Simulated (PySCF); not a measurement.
# Zinc: a sound run and one with changed settings

Sound run: Zn⁺ [Ar] 3d10 4s1, Zn²⁺ [Ar] 3d10. All numbers are calculated (PySCF 2.14, scalar relativity through the core potential, in aug-cc-pVDZ-PP with ECP10MDF (5s5p4d2f, 54 functions)). The sound run starts from symmetry-adapted Hartree-Fock orbitals and uses a fine grid where one is needed.

Changed run: basis STO-3G, all-electron and non-relativistic. This setting is unsound on purpose.

| species | method | sound run (hartree) | changed run (hartree) | converged |
| --- | --- | --- | --- | --- |
| Zn⁺ | UHF | -225.66323 | -1756.39912 | yes |
| Zn⁺ | B3LYP | -226.78443 | -1757.52088 | yes |
| Zn⁺ | M06-L | -226.78470 | -1757.57403 | yes |
| Zn²⁺ | UHF | -225.04579 | -1755.88982 | yes |
| Zn²⁺ | B3LYP | -226.10234 | -1756.96910 | yes |
| Zn²⁺ | M06-L | -226.12792 | -1757.10201 | yes |

Ionisation energy of Zn⁺:

```csv
method,sound run (eV),changed run (eV)
UHF,16.801,13.859
B3LYP,18.561,15.015
M06-L,17.872,12.844
```

A minimal basis cannot let orbitals breathe on ionisation and holds almost no correlation. The Hamiltonian changed with the basis, so the totals do not compare.

For comparison, NIST gives 17.964 eV between the lowest levels.
